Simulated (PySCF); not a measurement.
# CSe2: adding exact exchange

Base calculation in PySCF with density fitting and no spin–orbit coupling, PBE/def2-TZVP (no relativity): singlet, D∞h, C–Se 1.705 Å (×2); wavenumbers 311 (×2), 371, 1315 cm⁻¹; gap between the highest occupied and lowest empty levels 3.31 eV, polar-tensor charge of C 0.51 e, atomisation energy (no zero-point energy) 1076 kJ/mol.

Question: What changes on going to PBE0/def2-TZVP (no relativity)?

Answer: The point group stays the same. Changes: mean bond to C -0.016 Å, highest wavenumber +46 cm⁻¹, lowest wavenumber +18 cm⁻¹, gap between the highest occupied and lowest empty levels +1.72 eV, polar-tensor charge of C +0.15 e, atomisation energy (no zero-point energy) -81 kJ/mol. The new structure has C–Se 1.689 Å (×2), with wavenumbers 329 (×2), 389, 1361 cm⁻¹. Exact exchange shortens and stiffens the bonds and opens the gap, the usual pattern.

Only the bonding shown was studied: isomers, or loss of a ligand pair, can lie lower.
